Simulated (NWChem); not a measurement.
Molecule: C2H4ClFSi; SMILES C(/Cl)=C(\[SiH3])F

```xyz
9

F     -1.5199    -0.1955     0.0000
C     -0.1840    -0.4044     0.0000
Si     0.3538    -2.2176     0.0000
C      0.6697     0.6433     0.0000
Cl     0.1511     2.2909     0.0000
H     -0.1848    -2.9052     1.2221
H     -0.1848    -2.9052    -1.2221
H      1.8549    -2.2520     0.0000
H      1.7583     0.4889     0.0000
```
Atoms are numbered in this order, from 1.

The geometry was optimised at PBE-D3(BJ)/def2-SVP.

Symmetry labels are those of Cs in the frame above (b1 and b2, or b-type labels, depend on it).

### Question
List the 6 lowest vertical singlet excitations from BHandHLYP/6-31+G* (spherical d), full TDDFT (NWChem).

### Answer
```json
[
 {"state": "S1", "energy (eV)": "6.26", "oscillator strength": "0.002", "symmetry": "a\"", "leading excitation (squared amplitude)": "HOMO → LUMO (0.30)"},
 {"state": "S2", "energy (eV)": "6.69", "oscillator strength": "0.502", "symmetry": "a'", "leading excitation (squared amplitude)": "HOMO → LUMO+1 (0.96)"},
 {"state": "S3", "energy (eV)": "6.74", "oscillator strength": "0.001", "symmetry": "a\"", "leading excitation (squared amplitude)": "HOMO → LUMO (0.61)"},
 {"state": "S4", "energy (eV)": "7.47", "oscillator strength": "0.008", "symmetry": "a\"", "leading excitation (squared amplitude)": "HOMO → LUMO+2 (0.38)"},
 {"state": "S5", "energy (eV)": "7.60", "oscillator strength": "0.000", "symmetry": "a\"", "leading excitation (squared amplitude)": "HOMO−1 → LUMO+1 (0.65)"},
 {"state": "S6", "energy (eV)": "7.83", "oscillator strength": "0.001", "symmetry": "a\"", "leading excitation (squared amplitude)": "HOMO → LUMO+6 (0.81)"}
]
```
